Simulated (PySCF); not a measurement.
C4H6BFO, SMILES CC#CB(CO)F.

Geometry optimised at B3LYP-D3(BJ)/def2-SVP. The structure was generated by enumeration, and PubChem lists no compound with its InChIKey, so it may never have been made. The values are those of a single conformer.

These are TDA-PBE/def2-SVPD (PySCF 2.14.0) values and carry that method's errors.

Vertical excitations. Isolated molecule, no solvent.

Task: Estimate the UV-visible absorptions. (Estimate from the structure and the level; the computed values follow.)

Result: 
```csv
state,energy (eV),λ (nm),f,main pairs
S1,4.31,287,0.019,HOMO→LUMO 99 %
S2,4.43,280,0.000,HOMO−1→LUMO 100 %
S3,5.34,232,0.003,HOMO−3→LUMO 99 %
S4,5.54,224,0.095,"HOMO−2→LUMO 69 %, HOMO−1→LUMO+1 27 %"
S5,5.93,209,0.001,HOMO→LUMO+1 99 %
S6,6.23,199,0.000,HOMO→LUMO+2 100 %
S7,6.30,197,0.057,"HOMO−1→LUMO+2 67 %, HOMO−1→LUMO+1 28 %"
S8,6.45,192,0.000,HOMO−2→LUMO+1 99 %
S9,6.56,189,0.000,HOMO→LUMO+3 100 %
S10,6.64,187,0.056,"HOMO−1→LUMO+3 69 %, HOMO−1→LUMO+2 15 %"
T1,4.12,301,0,HOMO−1→LUMO 97 %
T2,4.12,301,0,"HOMO−2→LUMO 75 %, HOMO→LUMO 20 %"
T3,4.16,298,0,"HOMO→LUMO 79 %, HOMO−2→LUMO 20 %"
T4,5.00,248,0,HOMO−3→LUMO 99 %
```
Triplets are in the Tamm–Dancoff approximation.
